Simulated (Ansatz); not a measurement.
`[OH][Ta]([OH])([OH])([OH])[OH]`, 11 atoms. Total charge 0; spin multiplicity 1. Correlated methods include outer-core shells of Ta, which these sets cover unevenly. Ta takes the def2 core potential. Hardware: A = 2 threads of an AMD EPYC 7R13 on a shared host and a share of an NVIDIA H100 80 GB; B = 2 threads of an AMD EPYC 7R13 on a shared host. Correlated methods freeze the cores. Open-shell runs search over several starts.

Problem. How many basis functions does each run have, and how long does it take in Ansatz? RKS revPBE-D4/def2-TZVPP energy [A]; RHF-MP2/def2-QZVPP energy [A]; UKS PBE-D4/def2-TZVPP energy of the cation [A]; RKS ωB97M-V/def2-QZVPP energy [A]; UHF-MP2/def2-QZVPP energy of the cation [A]; RHF-CCSD(T)/def2-SVP energy [A]; RKS r2SCAN0-D4/def2-TZVPP energy [A]; UHF-CCSD(T)/def2-TZVPP energy of the cation [A]; RKS PBE0-D4/def2-TZVP relaxation (12 steps) [A]; RKS PBE0-D4/def2-SVP energy [B]; RKS ωB97M-V/def2-SVP energy [B]; UKS PBE0-D4/def2-TZVPP energy of the cation [A]. (Estimate.)

Solution. The calculation gave: Other jobs shared the machine, so times are rough.

```tsv
level	job	functions	wall time	peak host memory (GiB)
RKS revPBE-D4/def2-TZVPP	energy [A]	281	1.9 s	0.84
RHF-MP2/def2-QZVPP	energy [A]	516	2.8 s	1.1
RKS PBE0-D4/def2-SVP	energy [B]	127	2.8 s	0.49
RHF-CCSD(T)/def2-SVP	energy [A]	127	3 s	0.79
RKS r2SCAN0-D4/def2-TZVPP	energy [A]	281	3.4 s	0.88
RKS ωB97M-V/def2-QZVPP	energy [A]	516	4.3 s	1.2
UKS PBE0-D4/def2-TZVPP	energy of the cation [A]	281	6 s	0.93
RKS ωB97M-V/def2-SVP	energy [B]	127	9 s	0.49
UKS PBE-D4/def2-TZVPP	energy of the cation [A]	281	14 s	0.92
RKS PBE0-D4/def2-TZVP	relaxation (12 steps) [A]	225	16 s	0.86
UHF-MP2/def2-QZVPP	energy of the cation [A]	516	34 s	1.2
UHF-CCSD(T)/def2-TZVPP	energy of the cation [A]	281	52 s	1.3
```
